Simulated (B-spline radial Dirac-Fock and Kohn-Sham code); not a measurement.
## Kohn-Sham estimates against Dirac-Fock for the levels of Cu²⁺

System: the Cu²⁺ ion, configuration [Ar] 3d8 4p1 (an excited configuration).

The density-functional columns are spherical, spin-unpolarised Dirac-Kohn-Sham results without Breit or QED terms: −ε is minus the orbital energy of the initial state and ΔSCF the difference of two total energies. The reference in the last column comes from Dirac-Fock ΔSCF + Breit + QED. All numbers are from a B-spline atomic structure program, in eV; a selection of levels is shown. For the 1s level of heavy atoms much of the gap between ΔSCF and the reference is the Breit and QED part, -16.2 eV here; for other levels the error of the functional can be larger.

```csv
level,LDA −ε,LDA ΔSCF,Dirac-Fock
1s,8866.4,9042.8,9027.3
2s,1096.3,1124.7,1149.1
2p1/2,966.0,1000.5,1001.5
2p3/2,945.5,979.4,981.5
3s,149.0,160.2,171.3
3p1/2,108.4,119.3,124.0
3p3/2,105.8,116.6,121.4
3d,38.30,48.29,45.47
4p,18.20,22.18,20.88
```

Values without a named source are computed, but for edge energies of neutral atoms, which are taken from tables.
